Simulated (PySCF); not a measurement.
Compound: Mo(vinyl)4, C8H12Mo (triplet state).
Bonds: Mo1–C2, Mo1–C7, Mo1–C12, Mo1–C17, C2–C3, C7–C8, C12–C13, C17–C18. Hydrogens: H4 on C2; H5, H6 on C3; H9 on C7; H10, H11 on C8; H14 on C12; H15, H16 on C13; H19 on C17; H20, H21 on C18.

Computed, not measured: PBE0-D3(BJ)/def2-SVP geometry optimisation, gas phase, def2 core potentials past Kr in PySCF 2.14.0.

Q: How far are the bound atoms from Mo1?

A: 4 atoms: C12 2.044 Å, C17 2.045 Å, C2 2.045 Å, C7 2.046 Å. The nearest atom not counted as bound is H4, at 2.71 Å.

Q: List the angles at Mo1.

A: 
```json
{"angle": "C2–Mo1–C7", "degrees": "117.1", "distance of the outer atoms (Å)": "3.49"}
{"angle": "C2–Mo1–C12", "degrees": "111.2", "distance of the outer atoms (Å)": "3.37"}
{"angle": "C12–Mo1–C17", "degrees": "109.6", "distance of the outer atoms (Å)": "3.34"}
{"angle": "C7–Mo1–C17", "degrees": "106.8", "distance of the outer atoms (Å)": "3.28"}
{"angle": "C7–Mo1–C12", "degrees": "106.4", "distance of the outer atoms (Å)": "3.27"}
{"angle": "C2–Mo1–C17", "degrees": "105.7", "distance of the outer atoms (Å)": "3.26"}
```

Q: What is the shape at Mo1?

A: Distorted tetrahedral: angles from 105.7° to 117.1°; τ4 = (360° − α − β)/141° = 0.93 with α and β the two widest (0 for a square, 1 for a tetrahedron).

Q: What are the other bond lengths?

A: C2–C3 and 3 like bonds 1.346 Å. (A selection.)

Q: Give some angles away from the centre.

A: Mo1–C2–C3 126.7°, Mo1–C7–C8 125.3°, Mo1–C12–C13 124.1°.

Q: What are the rotational constants (commonest isotopes, rigid rotor)?

A: A = 1198, B = 928.0, C = 862.6 MHz: an asymmetric top.

Point group: C1 (no symmetry element, even within 0.4 Å). Charge 0, triplet. ⟨S²⟩ = 2.052 (exact for a triplet: 2.00). No frequency check.

The run took 29 min of wall time on an Intel Xeon at 2.70 GHz with one thread, no GPU (shared host), and the process peaked at 1.4 GiB of memory. These figures are those of the optimisation.
